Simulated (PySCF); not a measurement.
Cl₄Hf, charge -1, doublet, geometry from GFN2-xTB (such geometries of metal compounds can be far from the true shape) (the multiplicity is a formal guess) (core potentials on Hf); SVWN5/def2-SVP in PySCF.

Here is a job for PySCF.
```python
from pyscf import gto, scf, dft

mol = gto.Mole()
mol.atom = '''
    Hf    0.00000000    0.00000000   -0.00000000
    Cl    1.82374327   -0.59211105   -1.26725200
    Cl    0.68133758    0.49595755    2.13830958
    Cl   -1.01228908    1.84282251   -0.92835265
    Cl   -1.49279177   -1.74666901    0.05729507
'''
mol.basis = 'def2-svp'
mol.ecp = {'Hf': 'def2-svp'}
mol.charge = -1
mol.spin = 1
mol.verbose = 4
mol.build()

mf = dft.UKS(mol)
mf.xc = 'lda,vwn'
mf.kernel()
mf.analyze()
```

The log (banner, timings and long lists left out):

```
PySCF version 2.14.0

[INPUT] verbose = 4
[INPUT] num. atoms = 5
[INPUT] num. electrons = 81
[INPUT] charge = -1
[INPUT] spin (= nelec alpha-beta = 2S) = 1
[INPUT] symmetry False subgroup None
[INPUT] Mole.unit = angstrom
[INPUT] Symbol           X                Y                Z      unit          X                Y                Z       unit  Magmom
[...]
nuclear repulsion = 432.355097289332
number of shells = 44
number of NR pGTOs = 201
number of NR cGTOs = 104
basis = def2-svp
ecp = {'Hf': 'def2-svp'}

******** <class 'pyscf.dft.uks.UKS'> ********
method = UKS
initial guess = minao
damping factor = 0
level_shift factor = 0
DIIS = <class 'pyscf.scf.diis.CDIIS'>
diis_start_cycle = 1
diis_space = 8
diis_damp = 0
SCF conv_tol = 1e-09
SCF conv_tol_grad = None
SCF max_cycles = 50
direct_scf = True
direct_scf_tol = 1e-13
number electrons alpha = 41  beta = 40
XC library pyscf.dft.libxc version 7.1.2
    S. Lehtola, C. Steigemann, M. J. T. Oliveira, and M. A. L. Marques,  SoftwareX 7, 1–5 (2018)
XC functionals = lda,vwn
    P. A. M. Dirac,  Math. Proc. Cambridge Philos. Soc. 26, 376 (1930)
    F. Bloch,  Z. Phys. 57, 545 (1929)
    S. H. Vosko, L. Wilk, and M. Nusair,  Can. J. Phys. 58, 1200 (1980)
radial grids:
    Treutler-Ahlrichs [JCP 102, 346 (1995); DOI:10.1063/1.469408] (M4) radial grids

becke partition: Becke, JCP 88, 2547 (1988); DOI:10.1063/1.454033
pruning grids: <function nwchem_prune>
grids dens level: 3
symmetrized grids: False
atomic radii adjust function: <function treutler_atomic_radii_adjust>
small_rho_cutoff = 0
Set gradient conv threshold to 3.16228e-05
tot grids = 99312
init E= -1870.10468439593

cycle= 1 E= -1881.67897833575  delta_E= -11.6  |g|= 1.23  |ddm|= 5.47

cycle= 2 E= -1880.72007106526  delta_E= 0.959  |g|= 1.63  |ddm|= 7.78
cycle= 3 E= -1882.47962374918  delta_E= -1.76  |g|= 0.218  |ddm|= 4.17
cycle= 4 E= -1882.49355206152  delta_E= -0.0139  |g|= 0.221  |ddm|= 4.48
cycle= 5 E= -1882.517759442  delta_E= -0.0242  |g|= 0.106  |ddm|= 1.61
cycle= 6 E= -1882.5210105809  delta_E= -0.00325  |g|= 0.0801  |ddm|= 0.064
cycle= 7 E= -1882.52257137448  delta_E= -0.00156  |g|= 0.0605  |ddm|= 1.56
cycle= 8 E= -1882.523416332  delta_E= -0.000845  |g|= 0.0494  |ddm|= 0.486
cycle= 9 E= -1882.52361690778  delta_E= -0.000201  |g|= 0.0458  |ddm|= 0.192
cycle= 10 E= -1882.52432581134  delta_E= -0.000709  |g|= 0.0346  |ddm|= 1.48
cycle= 11 E= -1882.52393710219  delta_E= 0.000389  |g|= 0.0396  |ddm|=  1.3
[...]
SCF not converged.
Total Energy =                       -1882.523968473596369
[...]
spin_pop of  1 Cl 3pz      -0.00418
spin_pop of  1 Cl 4px       0.00012
spin_pop of  1 Cl 4py       0.00805
spin_pop of  1 Cl 4pz       0.00087
spin_pop of  1 Cl 3dxy      0.00491
spin_pop of  1 Cl 3dyz      0.00042
spin_pop of  1 Cl 3dz^2     0.00009
spin_pop of  1 Cl 3dxz      0.00052
spin_pop of  1 Cl 3dx2-y2    0.00053
spin_pop of  2 Cl 1s       -0.00000
spin_pop of  2 Cl 2s       -0.00000
spin_pop of  2 Cl 3s       -0.00022
spin_pop of  2 Cl 4s        0.00016
spin_pop of  2 Cl 2px      -0.00000
spin_pop of  2 Cl 2py       0.00000
spin_pop of  2 Cl 2pz      -0.00000
spin_pop of  2 Cl 3px      -0.00419
spin_pop of  2 Cl 3py       0.01411
spin_pop of  2 Cl 3pz      -0.00525
spin_pop of  2 Cl 4px       0.00052
spin_pop of  2 Cl 4py       0.00769
spin_pop of  2 Cl 4pz       0.00057
spin_pop of  2 Cl 3dxy      0.00190
spin_pop of  2 Cl 3dyz      0.00371
spin_pop of  2 Cl 3dz^2     0.00078
spin_pop of  2 Cl 3dxz      0.00003
spin_pop of  2 Cl 3dx2-y2    0.00001
spin_pop of  3 Cl 1s       -0.00000
spin_pop of  3 Cl 2s       -0.00000
spin_pop of  3 Cl 3s       -0.00022
spin_pop of  3 Cl 4s        0.00021
spin_pop of  3 Cl 2px      -0.00000
spin_pop of  3 Cl 2py      -0.00000
spin_pop of  3 Cl 2pz       0.00000
spin_pop of  3 Cl 3px      -0.00314
spin_pop of  3 Cl 3py      -0.00425
spin_pop of  3 Cl 3pz       0.01208
spin_pop of  3 Cl 4px       0.00033
spin_pop of  3 Cl 4py       0.00121
spin_pop of  3 Cl 4pz       0.00752
spin_pop of  3 Cl 3dxy      0.00076
spin_pop of  3 Cl 3dyz      0.00122
spin_pop of  3 Cl 3dz^2     0.00274
spin_pop of  3 Cl 3dxz      0.00173
spin_pop of  3 Cl 3dx2-y2    0.00002
spin_pop of  4 Cl 1s       -0.00000
spin_pop of  4 Cl 2s       -0.00000
spin_pop of  4 Cl 3s       -0.00022
spin_pop of  4 Cl 4s        0.00013
spin_pop of  4 Cl 2px      -0.00000
spin_pop of  4 Cl 2py      -0.00000
spin_pop of  4 Cl 2pz       0.00000
spin_pop of  4 Cl 3px      -0.00281
spin_pop of  4 Cl 3py      -0.00410
spin_pop of  4 Cl 3pz       0.01154
spin_pop of  4 Cl 4px       0.00179
spin_pop of  4 Cl 4py       0.00137
spin_pop of  4 Cl 4pz       0.00608
spin_pop of  4 Cl 3dxy      0.00004
spin_pop of  4 Cl 3dyz      0.00168
spin_pop of  4 Cl 3dz^2     0.00020
spin_pop of  4 Cl 3dxz      0.00305
spin_pop of  4 Cl 3dx2-y2    0.00150
In total            41.00000 | 40.00000

WARN: System has nonzero charge -1; the dipole moment is origin-dependent.
Location of origin: [0. 0. 0.]

Dipole moment(X, Y, Z, Debye): -0.00071, -0.01686, -0.00675
```

The run did not converge; its last values are not results.
